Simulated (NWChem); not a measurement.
Molecule: SiH₃TeOI; SMILES I[Te]O[SiH3]

```xyz
7

Te     0.9643     0.6789    -0.0423
I     -0.2829    -1.7228     0.0084
O     -0.4634     1.8414     0.7023
Si    -1.7810     2.3973    -0.1843
H     -1.3260     3.1449    -1.3964
H     -2.5347     3.3042     0.7256
H     -2.6496     1.2604    -0.6128
```
Atoms are numbered in this order, from 1.

The geometry was optimised at PBE0/def2-SVP. No frequency run checked for a minimum. def2 effective core potentials on Te, I; no spin-orbit coupling.

Task: List the 4 lowest vertical singlet excitations from PBE/def2-SVPD with def2 effective core potentials on Te, I, TDA (NWChem).

Result: 
| state | energy (eV) | oscillator strength | leading excitation (squared amplitude) |
|---|---|---|---|
| S1 | 1.96 | 0.001 | HOMO → LUMO (0.99) |
| S2 | 2.48 | 0.000 | HOMO → LUMO+1 (0.98) |
| S3 | 3.61 | 0.003 | HOMO−1 → LUMO (0.99) |
| S4 | 3.72 | 0.002 | HOMO−2 → LUMO (0.97) |
